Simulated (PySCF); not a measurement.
**SiH(OiPr)3: computed shieldings and shifts**

SiH(OiPr)3, C9H22O3Si, point group C1.

Geometry (Å), atoms numbered from 1 in this order:
```xyz
35

Si   -0.111    0.289    0.541
H    -0.351    0.923    1.868
O     1.500    0.130    0.242
C     2.414   -0.619    1.031
C     3.763    0.066    0.951
C     2.448   -2.057    0.547
H     2.077   -0.609    2.088
H     4.111    0.088   -0.093
H     4.512   -0.463    1.559
H     3.690    1.103    1.310
H     1.444   -2.502    0.605
H     2.780   -2.092   -0.502
H     3.141   -2.661    1.153
O    -0.741    1.196   -0.680
C    -0.096    2.224   -1.416
C    -0.322    3.564   -0.738
C    -0.634    2.188   -2.833
H     0.988    2.012   -1.441
H    -1.400    3.779   -0.670
H     0.162    4.377   -1.301
H     0.092    3.564    0.283
H    -0.464    1.198   -3.280
H    -1.718    2.383   -2.834
H    -0.141    2.946   -3.460
O    -0.815   -1.203    0.546
C    -2.170   -1.467    0.875
C    -2.240   -2.857    1.475
C    -3.039   -1.309   -0.360
H    -2.507   -0.738    1.641
H    -1.897   -3.601    0.739
H    -3.269   -3.108    1.771
H    -1.593   -2.927    2.361
H    -2.941   -0.294   -0.772
H    -2.722   -2.024   -1.135
H    -4.098   -1.495   -0.123
```

GIAO calculations in PySCF 2.14.0 with density-fitted response routines on the PBE0-D3(BJ)/def2-SVP structure: isolated species, non-relativistic, equivalent atoms averaged; basis pcSseg-1.

Q: Give the isotropic shieldings (ppm) with B3LYP, PBE0.

A: 
```
                                                                atoms                            environment  B3LYP   PBE0
                                                                  Si1               silicon bonded to 3 O, H  402.7  409.9
                                                           O3/O14/O25                 oxygen bonded to C, Si  228.9  234.2
                                                           C4/C15/C26             carbon bonded to 2 C, O, H  111.4  118.3
                                                C5/C6/C16/C17/C27/C28                carbon bonded to C, 3 H  151.9  157.7
                                                                   H2    hydrogen on a silicon bonded to 3 O  26.83  26.66
                                                           H7/H18/H29  hydrogen on a carbon bonded to 2 C, O  27.35  27.25
H8/H9/H10/H11/H12/H13/H19/H20/H21/H22/H23/H24/H30/H31/H32/H33/H34/H35       hydrogen on a carbon bonded to C  30.16  30.06
                                                   HOMO–LUMO gap (eV)                                      –   8.77   9.31
```

Q: And the chemical shifts, against references computed in the same way?

A: 
| atoms | nucleus, reference | B3LYP | PBE0 |
| --- | --- | --- | --- |
| Si1 | 29Si, TMS | -64.8 | -57.9 |
| O3/O14/O25 | 17O, H2O | 105.1 | 100.4 |
| C4/C15/C26 | 13C, TMS | 67.9 | 66.1 |
| C5/C6/C16/C17/C27/C28 | 13C, TMS | 27.4 | 26.7 |
| H2 | 1H, TMS | 4.55 | 4.60 |
| H7/H18/H29 | 1H, TMS | 4.03 | 4.01 |
| H8/H9/H10/H11/H12/H13/H19/H20/H21/H22/H23/H24/H30/H31/H32/H33/H34/H35 | 1H, TMS | 1.22 | 1.21 |

Q: Which part of the shielding of Si1 depends on the functional?

A: Diamagnetic: B3LYP 890, PBE0 889 ppm; paramagnetic: B3LYP -487, PBE0 -480 ppm. The diamagnetic part, set mainly by inner electrons, hardly moves; the paramagnetic part goes with low-lying magnetically allowed excitations and carries the spread.

The averaged O atoms aren't alike in the static structure (σ from 220 to 237 ppm); the average presumes fast exchange among these sites. Experimental scales use liquid or dissolved standards, which lie at an offset from isolated H2O (liquid H2O: subtract about 36 ppm).
